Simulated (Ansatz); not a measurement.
The cluster FeCl3. The state is a sextet with charge 0. Geometry PBE-D4/def2-SVP; atoms count from 1.

```xyz
4

Fe    0.001    0.003    0.003
Cl    1.991   -0.798    0.163
Cl   -1.590   -0.824    1.192
Cl   -0.402    1.619   -1.358
```

The structure comes from a short search, and lower isomers may exist.

Q: Estimate the Mulliken populations from the PBE0/def2-TZVP orbitals of Ansatz.

A: 
| atom | charge (e) | spin (α − β) | d electrons |
| --- | --- | --- | --- |
| Fe1 | 0.90 | 4.11 | 6.11 |
| Cl2 | -0.30 | 0.30 | – |
| Cl3 | -0.30 | 0.30 | – |
| Cl4 | -0.30 | 0.30 | – |
Mulliken values and Mayer orders depend strongly on the basis.

Q: Where does the spin sit?

A: Summed by element: Fe 4.11, Cl 0.89, of 5 unpaired in all. Largest on single atoms: Fe1 4.11, Cl3 0.30, Cl4 0.30.

Q: And the Mayer bond orders between bonded heavy atoms (over 0.3)?

A: Fe1–Cl2 1.13 (2.15 Å); Fe1–Cl3 1.13 (2.15 Å); Fe1–Cl4 1.13 (2.15 Å).
